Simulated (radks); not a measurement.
Valence configurations of Cd (all share [Kr]). Method: non-relativistic Kohn-Sham, PBE, spin-polarised, spherical densities, point nucleus; open shells are filled with parallel spins first (spin-orbit coupling, left out, can overturn this in heavy ions); relativity is left out, which matters for an element this heavy; computed with a radial shooting solver on a logarithmic mesh with Libxc functionals. Energies are relative to 4d10 5s2; eigenvalues in eV for spin up.

| valence | E (eV) | moment (Bohr magnetons) | e(4d) | e(5p) | e(5s) |
|---|---|---|---|---|---|
| 4d10 5s2 | 0.000 | 0 | -12.640 | - | -5.279 |
| 4d10 5s1 5p1 | 3.523 | 2 | -14.288 | -2.462 | -6.824 |
| 4d10 5s0.5 5p1.5 | 5.726 | 2 | -15.022 | -2.801 | -7.245 |
| 4d9.5 5s2 5p0.5 | 6.131 | 1 | -15.713 | -2.140 | -6.611 |
| 4d10 5p2 | 7.965 | 2 | -15.721 | -3.120 | - |
| 4d9 5s2 5p1 | 13.163 | 2 | -18.658 | -2.879 | -7.790 |
| 4d9.5 5p2.5 | 14.590 | 3 | -18.394 | -3.718 | - |
| 4d9 5s1 5p2 | 16.789 | 4 | -19.837 | -3.742 | -8.928 |
| 4d9 5p3 | 22.037 | 4 | -21.074 | -4.297 | - |
| 4d8 5s2 5p2 | 29.844 | 4 | -24.402 | -4.206 | -9.899 |

NIST lists [Kr] 4d10 5s2 as the ground configuration; this level of theory agrees among the configurations tried. The energies are those of spherical high-spin densities, not of single terms. Relativity is left out, which favours d and f over s occupation in heavy atoms.
